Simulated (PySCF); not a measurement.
Job for PySCF: R-M06-2X/def2-TZVPP on BBr3 (SMILES BrB(Br)Br).

```python
from pyscf import gto, dft

mol = gto.M(
    atom='''
    B    -0.00000378    0.00000000    0.00000000
    Br    1.90733023   -0.00000000   -0.00000000
    Br   -0.95366323    1.65178846   -0.00000000
    Br   -0.95366323   -1.65178846   -0.00000000
    ''',
    basis='def2-tzvpp',
    charge=0, spin=0, verbose=4, max_memory=1800)
mf = dft.RKS(mol, xc='m062x').density_fit(auxbasis='def2-universal-jkfit')
mf.grids.level = 4
mf.conv_tol = 1e-9
mf.max_cycle = 150
mf.kernel()
mf.dip_moment()
```

It printed:

```
PySCF version 2.14.0

[INPUT] verbose = 4
[INPUT] num. atoms = 4
[INPUT] num. electrons = 110
[INPUT] charge = 0
[INPUT] spin (= nelec alpha-beta = 2S) = 0
[INPUT] symmetry False subgroup None
[INPUT] Mole.unit = angstrom
[INPUT] Symbol           X                Y                Z      unit          X                Y                Z       unit  Magmom
[INPUT]  1 B     -0.000003780000   0.000000000000   0.000000000000 AA   -0.000007143165   0.000000000000   0.000000000000 Bohr   0.0
[INPUT]  2 Br     1.907330230000   0.000000000000   0.000000000000 AA    3.604331763804   0.000000000000   0.000000000000 Bohr   0.0
[INPUT]  3 Br    -0.953663230000   1.651788460000   0.000000000000 AA   -1.802162319768   3.121427805117   0.000000000000 Bohr   0.0
[INPUT]  4 Br    -0.953663230000  -1.651788460000   0.000000000000 AA   -1.802162319768  -3.121427805117   0.000000000000 Bohr   0.0

nuclear repulsion = 734.330153860028
number of shells = 59
number of NR pGTOs = 355
number of NR cGTOs = 175
basis = def2-tzvpp
ecp = {}


******** <class 'pyscf.df.df_jk.DFRKS'> ********
method = DFRKS
initial guess = minao
damping factor = 0
level_shift factor = 0
DIIS = <class 'pyscf.scf.diis.CDIIS'>
diis_start_cycle = 1
diis_space = 8
diis_damp = 0
SCF conv_tol = 1e-09
SCF conv_tol_grad = None
SCF max_cycles = 150
direct_scf = False
XC library pyscf.dft.libxc version 7.1.2
    S. Lehtola, C. Steigemann, M. J. T. Oliveira, and M. A. L. Marques,  SoftwareX 7, 1–5 (2018)
XC functionals = m062x
    Y. Zhao and D. G. Truhlar,  Theor. Chem. Acc. 120, 215 (2008)
    Y. Zhao and D. G. Truhlar,  Theor. Chem. Acc. 120, 215 (2008)
radial grids:
    Treutler-Ahlrichs [JCP 102, 346 (1995); DOI:10.1063/1.469408] (M4) radial grids

becke partition: Becke, JCP 88, 2547 (1988); DOI:10.1063/1.454033
pruning grids: <function nwchem_prune>
grids dens level: 4
symmetrized grids: False
atomic radii adjust function: <function treutler_atomic_radii_adjust>
small_rho_cutoff = 0
Set gradient conv threshold to 3.16228e-05
Initial guess from minao.
tot grids = 118664
******** <class 'pyscf.df.df.DF'> ********
auxbasis = def2-universal-jkfit
init E= -7744.83833325837
  HOMO = -0.329328335632251  LUMO = -0.0590148962948085  gap/eV = 7.35560
cycle= 1 E= -7747.48734578184  delta_E= -2.65  |g|= 0.433  |ddm|= 2.16
  HOMO = -0.363344328280553  LUMO = -0.12119772658801  gap/eV = 6.58914
cycle= 2 E= -7747.4614012357  delta_E= 0.0259  |g|= 0.521  |ddm|= 0.706
  HOMO = -0.349524605357013  LUMO = -0.0469868572649954  gap/eV = 8.23247
cycle= 3 E= -7747.53255331694  delta_E= -0.0712  |g|= 0.0915  |ddm|= 0.408
  HOMO = -0.349978471235101  LUMO = -0.052227572557447  gap/eV = 8.10221
cycle= 4 E= -7747.53382236703  delta_E= -0.00127  |g|= 0.0159  |ddm|= 0.0615
  HOMO = -0.350897281470452  LUMO = -0.0505318888786608  gap/eV = 8.17336
cycle= 5 E= -7747.53388358539  delta_E= -6.12e-05  |g|= 0.00211  |ddm|= 0.0153
  HOMO = -0.350576063682139  LUMO = -0.0504386162965034  gap/eV = 8.16716
cycle= 6 E= -7747.53388498556  delta_E= -1.4e-06  |g|= 0.000552  |ddm|= 0.00278
  HOMO = -0.350646078303759  LUMO = -0.0504695239747743  gap/eV = 8.16822
cycle= 7 E= -7747.53388508048  delta_E= -9.49e-08  |g|= 3.57e-05  |ddm|= 0.000671
  HOMO = -0.350645753397121  LUMO = -0.0504648288519665  gap/eV = 8.16834
cycle= 8 E= -7747.53388508114  delta_E= -6.62e-10  |g|= 5.44e-06  |ddm|= 6.35e-05
  HOMO = -0.350645298544709  LUMO = -0.0504641730023359  gap/eV = 8.16834
Extra cycle  E= -7747.53388508115  delta_E= -1.09e-11  |g|= 2.61e-06  |ddm|= 9.82e-06
converged SCF energy = -7747.53388508115
Dipole moment(X, Y, Z, Debye): -0.00016, -0.00000, -0.00000
```

Self-consistency was reached.

Cost: roughly 40 core-seconds.
